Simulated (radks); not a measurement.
Trend from Rb to Xe: ionisation energy by Delta-SCF between NIST ground configurations, and size. All-electron calculation, scalar-relativistic Kohn-Sham, PBE, spin-polarised, spherical densities, point nucleus; open shells are filled with parallel spins first (spin-orbit coupling, left out, can overturn this in heavy ions). Program: a radial shooting solver on a logarithmic mesh with Libxc functionals.

| species | configuration | configuration of the ion | IE (eV) | NIST (eV) | kind | -e(HOMO) (eV) | outermost | <r> outermost (bohr) |
|---|---|---|---|---|---|---|---|---|
| Rb | [Kr] 5s1 | [Kr] | 4.290 | 4.177 | exp. | 2.436 (5s) | 5s | 5.17 |
| Sr | [Kr] 5s2 | [Kr] 5s1 | 5.699 | 5.695 | exp. | 3.526 (5s) | 5s | 4.33 |
| Zr | [Kr] 4d2 5s2 | [Kr] 4d2 5s1 | 6.438 | 6.634 | exp. | 4.047 (5s) | 5s | 3.83 |
| Nb | [Kr] 4d4 5s1 | [Kr] 4d4 | 7.163 | 6.759 | exp. | 3.713 (4d) | 5s | 3.61 |
| Mo | [Kr] 4d5 5s1 | [Kr] 4d5 | 7.458 | 7.092 | exp. | 4.571 (4d) | 5s | 3.48 |
| Tc | [Kr] 4d5 5s2 | [Kr] 4d5 5s1 | 6.866 | 7.119 | exp. | 4.242 (5s) | 5s | 3.51 |
| Ru | [Kr] 4d7 5s1 | [Kr] 4d7 | 7.778 | 7.361 | exp. | 3.838 (4d) | 5s | 3.30 |
| Rh | [Kr] 4d8 5s1 | [Kr] 4d8 | 7.852 | 7.459 | exp. | 4.762 (5s) | 5s | 3.24 |
| Pd | [Kr] 4d10 | [Kr] 4d9 | 8.949 | 8.337 | exp. | 4.048 (4d) | 4d | 1.59 |
| Ag | [Kr] 4d10 5s1 | [Kr] 4d10 | 7.947 | 7.576 | exp. | 4.734 (5s) | 5s | 3.14 |
| Cd | [Kr] 4d10 5s2 | [Kr] 4d10 5s1 | 9.046 | 8.994 | exp. | 5.660 (5s) | 5s | 2.90 |
| In | [Kr] 4d10 5s2 5p1 | [Kr] 4d10 5s2 | 5.523 | 5.786 | exp. | 2.778 (5p) | 5p | 3.70 |
| Sn | [Kr] 4d10 5s2 5p2 | [Kr] 4d10 5s2 5p1 | 7.309 | 7.344 | exp. | 4.157 (5p) | 5p | 3.20 |
| Sb | [Kr] 4d10 5s2 5p3 | [Kr] 4d10 5s2 5p2 | 8.968 | 8.608 | exp. | 5.467 (5p) | 5p | 2.88 |
| Te | [Kr] 4d10 5s2 5p4 | [Kr] 4d10 5s2 5p3 | 8.646 | 9.010 | exp. | 5.199 (5p) | 5p | 2.71 |
| I | [Kr] 4d10 5s2 5p5 | [Kr] 4d10 5s2 5p4 | 10.552 | 10.451 | exp. | 6.748 (5p) | 5p | 2.49 |
| Xe | [Xe] | [Kr] 4d10 5s2 5p5 | 12.359 | 12.130 | exp. | 8.235 (5p) | 5p | 2.31 |

Reference values: NIST Atomic Spectra Database (exp. = measured, semi-emp. = semi-empirical, theory = theoretical value adopted there). Open shells are spherical and high-spin; term and fine-structure splittings are not resolved. Spin-orbit splitting is averaged out at the scalar-relativistic level.
